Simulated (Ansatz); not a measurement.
Input and output for CH5FGeO, SMILES `O[CH](F)[GeH3]`.

```yaml
crystal:
  periodic: [false, false, false]
  atoms:
    - {symbol: O, position_ang: [0.158164, 1.271095, -1.038187]}
    - {symbol: C, position_ang: [0.603936, 0.473417, -0.010641]}
    - {symbol: F, position_ang: [1.799826, -0.144134, -0.369720]}
    - {symbol: Ge, position_ang: [-0.763579, -0.926591, 0.341590]}
    - {symbol: H, position_ang: [0.741485, 2.032456, -1.130811]}
    - {symbol: H, position_ang: [0.840194, 1.055435, 0.889545]}
    - {symbol: H, position_ang: [-0.212795, -1.880458, 1.411063]}
    - {symbol: H, position_ang: [-1.036660, -1.679103, -0.964886]}
    - {symbol: H, position_ang: [-2.042171, -0.248415, 0.854947]}
basis:
  gaussian: {orbitals: cc-pVTZ-DK}
hamiltonian: {xc: {name: wB97X-V}, pseudopotentials: {relativity: none}}
```

```sh
$ ansatz run in.yaml --threads 4 --pin off --events-out ev --progress --plain --max-ram 10444MiB
```

It prints (some lines left out):

```
Functional definition: wB97X-V
1181 factors; their error is unknown
270 factors; integrals over basis functions are off by at most 6.1e-6 eV
mean field evaluation 1: about -62040.5506 eV, gradient 4.3e1 eV
mean field evaluation 2: about -62040.9023 eV, gradient 4.3e1 eV
mean field evaluation 4: about -62043.3540 eV, gradient 1.4e0 eV
mean field evaluation 8: about -62043.5118 eV, gradient 4.2e-1 eV
mean field evaluation 16: about -62043.5119 eV, gradient 7.8e-5 eV
mean field -62043.51191938 eV, -2280.0570084343 hartree, gradient 7.8e-5 eV, S^2 0.000000; 0 other end points of the search recorded, 0 dependent functions left out
reference -62043.51191740 eV, -2280.0570083617 hartree; 30, 30 occupied and 173, 173 virtual orbitals, 1181 factors
WARN: the results are in doubt because the basis set is contracted for relativity, which is off
Total energy: -62043.51191740 eV, -2280.0570083617 hartree
In doubt: the basis set is contracted for relativity, which is off
```

Run time 2.5 s (4 threads of an Intel Xeon 6975P-C on a shared host); peak host memory 0.52 GiB.
